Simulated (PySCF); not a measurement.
Excitations are Tamm–Dancoff values on a coarser integration grid. The basis has no diffuse functions, so Rydberg states are missing or too high.

## C$_{7}$H$_{14}$OSi, SMILES `O=C[C@@H]1CCCC[C@@H]1[SiH3]` (O–C–C–C torsion 145°) (charge 0, multiplicity 1)

These are PBE-D3(BJ)/def2-TZVP // PBE-D3(BJ)/def2-SVP run with PySCF values and carry that method's errors.

| Quantity | Value |
|---|---|
| HOMO | -6.00 eV |
| dipole moment | 0.688 e·Å |
| HOMO–LUMO gap | 3.79 eV |
| LUMO | -2.21 eV |
| S1 excitation (TDA) | 4.01 eV |
| S1 oscillator strength | 0.000 |
| T1 excitation (TDA) | 3.44 eV |
| S1–T1 gap (TDA) | 0.57 eV |
| total energy | -639.4286 Ha |
| cost | very roughly 16 core-minutes |

```xyz
23

O     -0.3673     2.0476     1.7465
C     -1.0577     1.6169     0.8415
C     -0.5291     0.8512    -0.3555
C     -1.5216    -0.2410    -0.8074
C     -1.5094    -1.4460     0.1413
C     -0.0940    -2.0126     0.3033
C      0.8838    -0.9342     0.7894
C      0.8975     0.3033    -0.1350
Si     2.1854     1.5982     0.4603
H     -2.1751     1.8082     0.8292
H     -0.5024     1.6325    -1.1557
H     -2.5446     0.1878    -0.8853
H     -1.2427    -0.5705    -1.8311
H     -1.8939    -1.1335     1.1394
H     -2.2062    -2.2275    -0.2272
H      0.2540    -2.4112    -0.6765
H     -0.0991    -2.8714     1.0069
H      0.5993    -0.6162     1.8167
H      1.9085    -1.3547     0.8725
H      1.2673    -0.0224    -1.1338
H      3.4955     1.2436    -0.2074
H      1.8218     2.9872     0.0066
H      2.4299     1.5648     1.9404
```
